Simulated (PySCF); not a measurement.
Species: C4H5BrClFSi2.
Z-matrix (Å and degrees, PBE0-D3(BJ)/def2-SVP geometry), rows numbered from 1:
```
F 
C   1  1.3394
C   2  1.3391  1  120.17
Si  3  1.8529  2  123.35  1   179.85
Cl  4  2.0759  3  109.12  2  -119.45
C   4  1.8666  3  111.11  2    -0.70
C   6  1.3459  4  125.23  3     0.69
Si  7  1.8615  6  124.42  4    -0.05
Br  8  2.2256  2  107.96  1    61.58
H   3  1.0985  2  117.12  1     0.24
H   4  1.4884  3  111.42  2   123.61
H   6  1.0997  4  116.44  3  -178.97
H   7  1.0994  6  118.82  4   179.71
H   8  1.4870  2  109.97  1   -54.82
```

Level: B3LYP/def2-SVPD in PySCF, non-relativistic, on one gas-phase PBE0-D3(BJ)/def2-SVP geometry that isn't relaxed in the solvent. The solvent is an IEF-PCM continuum (van der Waals radii × 1.2), and excitations are vertical TDDFT with non-equilibrium linear response and a frozen core. Specific hydrogen bonds and non-electrostatic terms are outside this model. Spin–orbit coupling is left out although an atom past zinc is present.

Gas-phase singlets (H = HOMO, L = LUMO):

| state | E (eV) | λ (nm) | f | leading configurations |
| --- | --- | --- | --- | --- |
| S1 | 4.954 | 250 | 0.003 | H→L 86% |
| S2 | 5.182 | 239 | 0.034 | H-1→L 80% |
| S3 | 5.305 | 234 | 0.009 | H-2→L 88% |
| S4 | 5.579 | 222 | 0.016 | H-4→L 58%, H-3→L 20% |
| S5 | 5.707 | 217 | 0.044 | H-3→L 42%, H-4→L 30% |

Question: Give the list for water (ε = 78.36), n² = 1.78.

Answer: 
```
state  E (eV)  λ (nm)      f  leading configurations  change by rank (eV)
   S1   5.018     247  0.003       H→L 81%, H-1→L 8%               +0.064
   S2   5.274     235  0.044    H-1→L 52%, H-2→L 19%               +0.092
   S3   5.454     227  0.002    H-3→L 55%, H-2→L 41%               +0.149
   S4   5.566     223  0.118    H-1→L 29%, H-2→L 25%               -0.013
   S5   5.811     213  0.031               H-4→L 86%               +0.104
```

Question: The ground-state energy changes by -0.167 eV from gas to water. By how much does the total energy of gas-phase S1 change?

Answer: E(S1) = E(S0) + excitation energy, so it changes by -0.167 + 0.064 = -0.103 eV: it is lowered less than the ground state, which is what a blue shift means. This is the vertical state, with the slow part of the continuum still set for S0.

Question: How do the frontier levels move from gas to water?

Answer: 
```
orbital  gas (eV)  solvent (eV)  change (eV)                    Löwdin shares, gas                 Löwdin shares, solvent
 LUMO+2     -0.25         -0.03        +0.22  Si8 19 %, Br9 19 %, H14 11 %, C7 9 %  Br9 29 %, Si8 19 %, H14 12 %, Si4 7 %
 LUMO+1     -1.35         -1.09        +0.26    C2 22 %, C3 20 %, C7 14 %, C6 12 %     C2 20 %, C3 19 %, C7 16 %, C6 14 %
   LUMO     -2.23         -1.98        +0.25    C6 20 %, C7 19 %, Si8 10 %, C2 9 %    C6 18 %, C7 17 %, C2 11 %, Si8 10 %
   HOMO     -8.00         -7.83        +0.17    C3 26 %, C2 22 %, Br9 16 %, F1 9 %     C3 27 %, C2 22 %, Br9 10 %, F1 9 %
 HOMO-1     -8.25         -8.12        +0.13     Br9 58 %, C7 8 %, C6 6 %, Si8 6 %    Br9 32 %, C7 14 %, C6 13 %, C3 10 %
 HOMO-2     -8.38         -8.28        +0.10    Br9 56 %, Si8 11 %, C2 9 %, C3 7 %   Br9 34 %, C7 15 %, C6 15 %, Si8 12 %
 HOMO-3     -8.59         -8.33        +0.26   C7 28 %, C6 27 %, Br9 10 %, Si8 8 %    Br9 43 %, C7 12 %, C6 11 %, Si8 9 %
```

The HOMO–LUMO gap goes from 5.78 to 5.85 eV. Rows go by rank; for HOMO-3, HOMO-2, HOMO-1 and HOMO the atom shares or the degeneracy differ between the runs, so the row needn't follow one orbital.
